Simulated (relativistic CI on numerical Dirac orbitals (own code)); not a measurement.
Pd⁵⁺ (4d5) in a crystal field

Calculated by Dirac-Coulomb-Breit CI, KLI orbitals optimised for each configuration, a model potential for QED, valence Slater integrals scaled by 0.75, one configuration in a parametric crystal field (own radial code).

Field parameters in Wybourne normalisation: Oh B⁴₀ = 21Dq, B⁴₄ = √(5/14) B⁴₀. The field is a parameter set, without covalency.

S and J are read from ⟨S²⟩ = S(S + 1) and ⟨J²⟩ = J(J + 1) of each level; they are not fictitious spins.

Oh, 10Dq = 8500 cm⁻¹, the lowest 10 levels:

```csv
E (cm⁻¹),Degeneracy,Irrep,S,J
0.0,2,Γ7,2.47,2.51
4.3,4,Γ8,2.48,2.51
16705,2,Γ7,1.31,3.73
18165,4,Γ8,1.48,3.93
18486,4,Γ8,1.47,3.52
19143,2,Γ6,1.49,3.23
21281,2,Γ7,1.41,3.29
21744,4,Γ8,1.41,3.84
22713,2,Γ6,1.48,4.93
22899,4,Γ8,1.47,4.53
```

Principal g values of the ground doublet: 3.32, 3.32, 3.32.

Oh, 10Dq = 15350 cm⁻¹, the lowest 10 levels:

```tsv
E (cm⁻¹)	Degeneracy	Irrep	S	J
0.0	2	Γ7	2.44	2.56
39.2	4	Γ8	2.45	2.54
7692	2	Γ7	0.95	4.16
10904	4	Γ8	1.17	4.03
12337	4	Γ8	1.50	3.63
13015	2	Γ6	1.49	3.15
14190	4	Γ8	1.16	4.20
14488	2	Γ7	1.33	4.10
17680	2	Γ6	1.49	4.22
17713	2	Γ7	1.41	3.32
```

Principal g values of the ground doublet: 3.28, 3.28, 3.28.

Oh, 10Dq = 22150 cm⁻¹, the lowest 16 levels:

| E (cm⁻¹) | Degeneracy | Irrep | S | J |
| --- | --- | --- | --- | --- |
| 0.0 | 2 | Γ7 | 0.79 | 4.34 |
| 3278 | 4 | Γ8 | 1.67 | 3.60 |
| 4343 | 2 | Γ7 | 2.32 | 2.82 |
| 4664 | 4 | Γ8 | 1.68 | 3.65 |
| 10405 | 4 | Γ8 | 1.52 | 3.54 |
| 10948 | 2 | Γ6 | 1.50 | 3.13 |
| 11320 | 4 | Γ8 | 1.60 | 3.80 |
| 11931 | 2 | Γ7 | 1.59 | 3.81 |
| 15925 | 2 | Γ6 | 1.49 | 3.98 |
| 16089 | 4 | Γ8 | 1.49 | 3.73 |
| 16223 | 2 | Γ7 | 1.44 | 3.22 |
| 16350 | 4 | Γ8 | 1.45 | 3.56 |
| 20923 | 4 | Γ8 | 0.61 | 5.20 |
| 21926 | 2 | Γ7 | 0.60 | 4.88 |
| 22962 | 2 | Γ6 | 0.58 | 5.10 |
| 23542 | 2 | Γ7 | 0.69 | 4.87 |

Principal g values of the ground doublet: 2.37, 2.37, 2.37.

The free-ion ground term has S = 5/2. The field overcomes the spin-pairing energy for Oh, 10Dq = 22150 cm⁻¹, where the ground state has lower spin; these fields are assumed values.

Levels of this model without a field, named by their leading LS term (the scale mimics covalency, so terms lie below those of the real free ion): ⁶S5/2 0, ⁴G5/2 23852, ⁴G7/2 24564, ⁴G11/2 24740, ⁴G9/2 24938, ⁴P5/2 26383, ⁴P3/2 27203, ⁴P1/2 28378 cm⁻¹.
